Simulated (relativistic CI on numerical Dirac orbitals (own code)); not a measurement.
Calculated at this level of theory: Dirac-Coulomb-Breit CI, KLI orbitals optimised for each configuration, QED by a radiative potential, unscaled Slater integrals (own radial code, finite nucleus).

The strongest absorption lines from the ground level of an ion, among the configurations computed and to levels below about 2420 eV (vacuum wavelength in nm, gf): 0.55606 (0.52), 0.55730 (0.36), 0.56645 (0.61), 0.56752 (0.95), 0.56808 (1.7), 0.56852 (1.4), 0.57065 (0.88), 0.58567 (1.5).

(1) Which ion is it?
A. Rb³⁰⁺
B. Rb³²⁺
C. Rb²⁸⁺
D. Zr³³⁺

Answers

(1) A. Rb³⁰⁺ has 7 electrons and the ground level 2s2 2p3 4S°_3/2; the strongest line goes to 2s2 2p2 3d 4P_3/2. The pattern of lines fixes the number of electrons, and along that sequence the line energies rise steadily with the charge (about as its square where n changes within one kind of shell, about linearly where n is kept but much faster in heavy ions where fine structure, which grows about as Z⁴, sets the gap, and irregularly where shells cross), which fixes Z. Configurations outside the model, such as inner-shell arrays, can give stronger lines. At this charge energies of transitions that change n are usually good to better than 1 %, and those within a shell (Δn = 0) to a few per cent.

LS names give the leading component of a level, which can be under half, so a name can repeat, a term be missing and a line seem to break the LS rules.
